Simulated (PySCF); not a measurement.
C4H6Cl2N2Pd, multiplicity 1. Atoms are numbered in the order given.

```xyz
15

Pd    -0.0005     0.0002    -0.0008
Cl     2.1580    -0.8917     0.0009
Cl    -2.1590     0.8921    -0.0013
C      1.7326     4.2341    -0.0020
C      1.1848     2.8885    -0.0021
N      0.7502     1.8231    -0.0020
H      2.1989     4.4475    -0.9756
H      2.4936     4.3279     0.7871
H      0.9302     4.9644     0.1807
C     -1.7288    -4.2356     0.0069
C     -1.1838    -2.8890     0.0033
N     -0.7507    -1.8230     0.0009
H     -2.6200    -4.2768     0.6509
H     -0.9755    -4.9426     0.3855
H     -2.0124    -4.5264    -1.0157
```

Geometry optimised at B3LYP-D3(BJ)/def2-SVP. The multiplicity is an assumed one; other spin states were not compared. The isomer is the one that the SMILES or the coordinates give; other isomers of the formula were not compared. The def2 effective core potentials stand for the cores of Pd; spin–orbit coupling is left out.

The numbers are results of PySCF with HF/def2-SVP, not measurements.

ESP charges are fitted to the potential on shells at 1.4 to 2.0 van der Waals radii. Atomic charges (e):

```tsv
atom	ESP fit	Löwdin
Pd1	0.63	[?]
Cl2	-0.52	-0.19
Cl3	-0.52	-0.19
C4	-0.59	[?]
C5	0.60	0.16
N6	-0.46	0.09
H7	0.22	[?]
H8	0.22	[?]
H9	0.22	[?]
C10	-0.59	[?]
C11	0.60	0.16
N12	-0.46	0.09
H13	0.22	[?]
H14	0.22	[?]
H15	0.22	[?]
```

Question: Complete the blanks. (An estimate is asked for; the answer gives what the named calculation found.)

Answer: 
- Pd1, Löwdin: -0.48
- C4, Löwdin: -0.03
- H7, Löwdin: 0.07
- H8, Löwdin: 0.07
- H9, Löwdin: 0.07
- C10, Löwdin: -0.03
- H13, Löwdin: 0.07
- H14, Löwdin: 0.07
- H15, Löwdin: 0.07
